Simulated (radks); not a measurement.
The numbers below are computed, except where a source is named.
Spherical quantum dot in the effective-mass picture: electrons in a well V = -V0 / (1 + exp((r - R)/a)) with V0 = 9.17, R = 6.7, a = 0.5, all in effective atomic units (hartree* = m*/eps^2 hartree, bohr* = eps/m* bohr), one dielectric constant everywhere. Level of theory: non-relativistic Kohn-Sham, LDA (Slater exchange, Perdew-Wang correlation), spin-polarised, spherical densities (a radial shooting solver with Libxc functionals). Levels are named by radial order and angular momentum (1s, 1p, 1d, 2s, ...), and open shells are averaged over m. Results are scaled to m* = 0.17 and eps = 15, for which hartree* = 20.56 meV and bohr* = 4.669 nm. Each electron was tried in the lowest free levels, single moves between levels near the top were tried too, and the lowest total energy was kept; such a search can miss a lower state. At N = 1 the Hartree and exchange-correlation terms need not cancel, so that row can carry a self-interaction error.

| N | open shells | 2S | E (meV) | mu = E(N) - E(N-1) (meV) | addition energy mu(N+1) - mu(N) (meV) | e(HOMO) (meV) | rms radius (nm) |
|---|---|---|---|---|---|---|---|
| 1 | 1s(up 1, down 0) | 1 | -185.072 | -185.07 | 5.441 | -182.85 | 14.25 |
| 2 | none | 0 | -364.703 | -179.63 | 7.091 | -177.39 | 15.25 |
| 3 | 1p(up 1, down 0) | 1 | -537.244 | -172.54 | 4.284 | -170.42 | 16.42 |
| 4 | 1p(up 2, down 0) | 2 | -705.500 | -168.26 | 4.336 | -166.09 | 17.11 |
| 5 | 1p(up 3, down 0) | 3 | -869.420 | -163.92 | 5.286 | -161.75 | 17.61 |
| 6 | 1p(up 3, down 1) | 2 | -1028.05 | -158.63 | 4.122 | -156.58 | 18.03 |
| 7 | 1p(up 3, down 2) | 1 | -1182.57 | -154.51 | 4.160 | -152.43 | 18.37 |
| 8 | none | 0 | -1332.92 | -150.35 | 7.054 | -148.27 | 18.67 |
| 9 | 1d(up 1, down 0) | 1 | -1476.21 | -143.30 | 4.017 | -141.29 | 19.00 |
| 10 | 1d(up 2, down 0) | 2 | -1615.49 | -139.28 | 4.018 | -137.27 | 19.29 |
| 11 | 1d(up 3, down 0) | 3 | -1750.76 | -135.26 | 4.013 | -133.25 | 19.53 |
| 12 | 1d(up 4, down 0) | 4 | -1882.01 | -131.25 | 4.004 | -129.25 | 19.75 |
| 13 | 1d(up 5, down 0) | 5 | -2009.25 | -127.25 | 4.904 | -125.25 | 19.95 |
| 14 | 1d(up 5, down 1) | 4 | -2131.59 | -122.34 | 3.898 | -120.39 | 20.14 |
| 15 | 1d(up 5, down 2) | 3 | -2250.04 | -118.44 | 3.902 | -116.49 | 20.31 |
| 16 | 1d(up 5, down 3) | 2 | -2364.58 | -114.54 | 3.900 | -112.59 | 20.46 |
| 17 | 1d(up 5, down 4) | 1 | -2475.22 | -110.64 | 3.895 | -108.69 | 20.61 |
| 18 | none | 0 | -2581.97 | -106.75 | 7.219 | -104.80 | 20.75 |
| 19 | 1f(up 1, down 0) | 1 | -2681.49 | -99.527 | 3.813 | -97.620 | 20.90 |
| 20 | 1f(up 2, down 0) | 2 | -2777.21 | -95.715 | 3.808 | -93.810 | 21.04 |
| 21 | 1f(up 3, down 0) | 3 | -2869.12 | -91.906 | 3.803 | -90.004 | 21.17 |
| 22 | 1f(up 4, down 0) | 4 | -2957.22 | -88.103 | 3.797 | -86.204 | 21.29 |
| 23 | 1f(up 5, down 0) | 5 | -3041.53 | -84.307 | 3.790 | -82.410 | 21.41 |
| 24 | 1f(up 6, down 0) | 6 | -3122.04 | -80.516 | 3.783 | -78.624 | 21.52 |
| 25 | 1f(up 7, down 0) | 7 | -3198.78 | -76.733 | 4.634 | -74.844 | 21.63 |
| 26 | 1f(up 7, down 1) | 6 | -3270.87 | -72.100 | 3.725 | -70.237 | 21.73 |
| 27 | 1f(up 7, down 2) | 5 | -3339.25 | -68.375 | 3.723 | -66.513 | 21.82 |
| 28 | 1f(up 7, down 3) | 4 | -3403.90 | -64.652 | 3.719 | -62.792 | 21.92 |
| 29 | 1f(up 7, down 4) | 3 | -3464.83 | -60.933 | 3.715 | -59.075 | 22.01 |
| 30 | 1f(up 7, down 5) | 2 | -3522.05 | -57.218 | - | -55.362 | 22.09 |

All shells are closed at N = 2, 8, 18 (there: 1s2 1p6 1d10); the second difference of the energy has clear peaks (12 % above both neighbours; the first and last values, which can be the largest, are not judged, and half-filled shells can peak too) at N = 2, 5, 8, 13, 18, 25.
